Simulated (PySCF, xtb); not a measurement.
SnBr2, SMILES [Br][Sn][Br] (connectivity only; charge and spin as stated), neutral, multiplicity 1.

xtb with GFN2-xTB at its own geometry gives an orbital gap of 3.78 eV and a dipole moment of 8.80 D.

The structure is a stationary point at PBE-D3(BJ)/def2-SVP. The isomer is the one that the SMILES or the coordinates give; other isomers of the formula were not compared. The def2 effective core potentials stand for the cores of Sn; spin–orbit coupling is left out.

Problem. What does B3LYP/def2-TZVPD (PySCF) give? (Estimate from the structure and the level; the computed values follow.)

Solution. gap 4.04 eV (levels -7.61 and -3.57 eV), dipole 3.28 D.
